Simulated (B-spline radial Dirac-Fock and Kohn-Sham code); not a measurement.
Method: relaxed Dirac-Fock hole states (ΔSCF) with Breit and QED corrections and a finite nucleus. Computed with a radial finite-basis atomic code. Free atoms and ions in their tabulated ground configurations, energies from the vacuum level.

Question: Order these levels by binding energy, lowest first.
A. Cs 4p1/2
B. Ce⁷⁺ 4d5/2
C. I⁵⁺ 4p3/2
D. Pr⁵⁺ 4p1/2
E. Br⁶⁺ 3p3/2
F. Hf⁶⁺ 4d3/2

Answer: A (190.9 eV), C (203.5 eV), B (214.6 eV), E (287.8 eV), F (322.6 eV), D (330.8 eV).
